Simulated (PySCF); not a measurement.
B2HO2, SMILES O=BB=[OH+], charge +1. Atoms are numbered in the order given.

```xyz
5

O      0.0000     0.0000     2.1366
B      0.0000     0.0000     0.9471
B      0.0000     0.0000    -0.7077
O      0.0000     0.0000    -1.9245
H      0.0000     0.0000    -2.8937
```
Charge +1, spin multiplicity 1.

Geometry optimised at ωB97X-D3(BJ)/def2-TZVP. The isomer is the one that the SMILES or the coordinates give; other isomers of the formula were not compared. The values are those of a single conformer.

Two levels are set side by side: PBE/pcSseg-2 (PySCF) and PBE0/pcSseg-2 (PySCF). GIAO shifts against BF3 (¹¹B), H2O (¹⁷O), TMS (¹H) at the same level; non-relativistic, no solvent, atoms listed together averaged. Differences are taken from unrounded values.

| quantity | PBE0 | PBE | PBE minus PBE0 |
|---|---|---|---|
| δ(¹⁷O) of O1 (ppm) | 427.0 | 448.0 | 21.0 |
| δ(¹¹B) of B2 (ppm) | -0.6 | -5.2 | -4.6 |
| δ(¹¹B) of B3 (ppm) | -8.5 | -13.2 | -4.7 |
| δ(¹⁷O) of O4 (ppm) | 120.2 | 124.8 | 4.5 |
| δ(¹H) of H5 (ppm) | 7.85 | 7.45 | -0.40 |

Rough cost on one machine, each run with all the roots and properties that it gave: PBE0 against PBE about 2 times.
